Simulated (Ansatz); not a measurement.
CH$_{9}$BN$_{2}$Si, SMILES `BN[SiH2]NC`. Total charge 0; spin multiplicity 1. Geometry: relaxed with PBE0-D4/def2-TZVP. It is one conformer, not always the lowest.

```xyz
14

B    -1.278    1.556   -1.407
N    -0.071    0.858   -1.316
Si    0.912    0.641    0.116
N     0.970   -0.949    0.725
C    -0.164   -1.671    1.257
H    -1.715    2.091   -0.428
H    -1.861    1.608   -2.453
H     0.257    0.411   -2.162
H     0.300    1.557    1.107
H     2.320    0.983   -0.211
H     1.777   -1.519    0.535
H    -0.939   -0.963    1.561
H    -0.618   -2.357    0.532
H     0.111   -2.247    2.146
```

Task: What is the dipole moment at PBE/def2-TZVPP? (An estimate is asked.)

Result: The calculation gave: 2.59 D, with components (1.30, -2.24, -0.03) D in this frame, pointing from negative to positive charge.

Task: And with r2SCAN, B3LYP, ωB97M-V? (An estimate is asked.)

Result: Ansatz gave: r2SCAN 2.52 D, B3LYP 2.46 D, ωB97M-V 2.46 D.

Task: Give the Mulliken charges with PBE, B3LYP, ωB97M-V in def2-TZVPP. (An estimate is asked.)

Result: The calculation gave: 
```csv
atom,PBE,B3LYP,ωB97M-V
B1,-0.12,-0.11,-0.15
N2,-0.12,-0.19,-0.21
Si3,0.28,0.38,0.31
N4,-0.26,-0.31,-0.29
C5,-0.18,-0.17,-0.23
H6,-0.01,0.01,0.05
H7,-0.01,0.00,0.04
H8,0.14,0.13,0.11
H9,-0.07,-0.07,-0.03
H10,-0.07,-0.08,-0.03
H11,0.14,0.12,0.10
H12,0.09,0.09,0.11
H13,0.10,0.10,0.12
H14,0.09,0.10,0.12
```

B3LYP here is the variant with VWN-RPA as its local correlation; programs differ in this.
